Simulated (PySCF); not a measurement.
Predicted microwave data (PBE0-D3(BJ)/def2-SVP geometry optimisation, gas phase in PySCF 2.14.0) for one isomer of C2H7O2PSi:

```
Rotational constants : A = 6117, B = 1055, C = 921.5 MHz
Dipole components    : |μa| = 0.25 D, |μb| = 1.12 D, |μc| = 0.69 D
Inertial defect      : -13.20 u·Å²
κ                    : -0.95
```

Question: Which structure is it? (One computed conformer of each.)
A. `[CH3:1][C:2](=[O:3])[O:4][SiH2:5][PH2:6]` with C1–C2–O4–Si5 180°, C2–O4–Si5–P6 -177°, O4–Si5–P6–H -81° and -174°
B. `[PH2:1][SiH:2]1[O:3][CH2:4][CH2:5][O:6]1` with H–P1–Si2–O3 177° and -89°, P1–Si2–O3–C4 -98°, Si2–O3–C4–C5 -30°, O3–C4–C5–O6 35°, C4–C5–O6–Si2 -24°

Answer: A. It is CC(=O)O[SiH2]P, a near-prolate asymmetric top. The candidates at the same level (rigid rotor, commonest isotopes):

```
        SMILES  A (MHz)  B (MHz)  C (MHz)  μa (D)  μb (D)  μc (D)  Δ (u·Å²)  point group                        rotor
CC(=O)O[SiH2]P     6117     1055    921.5    0.25    1.12    0.69    -13.20            –  near-prolate asymmetric top
  P[SiH]1OCCO1     4675     1567     1422    0.87    0.10    0.08    -75.31           C1  near-prolate asymmetric top
```

`P[SiH]1OCCO1` has C 54 % too high. No structure here is proved a minimum.
